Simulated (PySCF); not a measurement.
Task: Write Cartesian coordinates for `FC(Cl)(Cl)Cl` (CFCl3) as optimised with GFN2-xTB.

Result: 
```
atom  x, y, z in Å
F1     0.0603   -0.1410    1.3961
C2     0.0046   -0.0063    0.0667
Cl3   -0.4579    1.6606   -0.3126
Cl4    1.6028   -0.3706   -0.6039
Cl5   -1.2011   -1.1397   -0.5634
```

Any rigid rotation of these coordinates is as good. Atoms count from 1 in this order. All 3 C–Cl bonds measure 1.771 Å.

Bonds between heavy atoms (Å): F1–C2 1.337, C2–Cl3 1.771, C2–Cl4 1.771, C2–Cl5 1.771.

Structure optimised with GFN2-xTB, isolated species.

Point group: C3v (tolerance 0.08 Å). GFN2-xTB frequencies: not computed here.

***

Problem. What does the PBE0-D3(BJ)/def2-TZVP structure of `[BH4-]` look like in three dimensions? (Charge -1.)

Solution. 
```xyz
5
BH4 angstrom
B     -0.006    0.023   -0.032
H     -0.788   -0.814   -0.503
H      0.144   -0.189    1.179
H     -0.468    1.160   -0.198
H      1.088   -0.066   -0.604
```

Orientation and origin are arbitrary. Atoms count from 1 in this order. B1 (four-coordinate boron) is tetrahedral (angles from 109.4° to 109.5°).

Level of theory: PBE0-D3(BJ)/def2-TZVP geometry optimisation, gas phase in PySCF 2.14.0.

Point group: Td (every atom within 0.08 Å of its image). Whether it is a minimum is left open (no frequencies). Geometry: PBE0-D3(BJ)/def2-TZVP; no solvent, vibrations or thermal averaging.

***

Question: What does the PBE0-D3(BJ)/def2-SVP structure of Me2Se (`C[Se]C`) look like in three dimensions?

Answer: 
```
atom  x, y, z in Å
C1     1.4490    0.0820    0.1379
Se2    0.0535    0.6148   -1.0998
C3    -1.4425   -0.0698   -0.0716
H4     1.4551   -1.0087    0.2730
H5     2.4076    0.3923   -0.3001
H6     1.3219    0.5814    1.1087
H7    -1.3586   -1.1575    0.0624
H8    -2.3559    0.1506   -0.6408
H9    -1.5031    0.4269    0.9071
```

Orientation and origin are arbitrary. Atoms count from 1 in this order. 

Bonds between heavy atoms (Å): C1–Se2 1.940, Se2–C3 1.940.

Method used: PBE0-D3(BJ)/def2-SVP geometry optimisation, gas phase (PySCF 2.14.0).

Point group: C2v (tolerance 0.08 Å). No PBE0-D3(BJ)/def2-SVP frequencies stand behind this structure, so it isn't proved a minimum.
